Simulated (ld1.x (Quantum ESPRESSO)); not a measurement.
# Configuration tests for Ne (Z = 10) (TM)

neon (Ne), norm-conserving Troullier–Martins (Kleinman–Bylander form), made with ld1.x (Quantum ESPRESSO) 7.5 (LDA (PZ), non-relativistic). Core [He], reference 2s2 2p5.5 (charge +0.5). Waves: 2p (bound): rc 1.25 bohr; 3d channel at 0.05 Ry: rc 1.00 bohr; 2s (bound): rc 0.75 bohr. Local part: the s channel. Core correction: none.

Energies are relative to the spin-unpolarised reference configuration 2s2 2p5.5; without spin polarisation the order of configurations can differ from experiment. Spin-polarised rows fill each open shell by Hund’s rule, majority spin first.

**Question.** Give the all-electron excitation energy and the error of the potential for: 2s2 2p6; 2s2 2p5; 2s2 2p4; 2s1 2p6; 2s2 2p2; 2s2 2p3; 2s2 2p5.5 (spin-polarised); 2s2 2p5 (spin-polarised).

**Answer.**

```
     valence configuration  charge  ΔE all-electron (eV)  error AE − PS (meV)
                   2s2 2p6       0                -8.969                 +2.0
                   2s2 2p5      +1                13.699                 +6.0
                   2s2 2p4      +2                57.114                 +117
                   2s1 2p6      +1                36.458                 -2.9
                   2s2 2p2      +4               219.330                +1836
                   2s2 2p3      +3               124.645                 +583
2s2 2p5.5 (spin-polarised)    +0.5                -0.109                 +5.3
  2s2 2p5 (spin-polarised)      +1                13.225                  +29
```
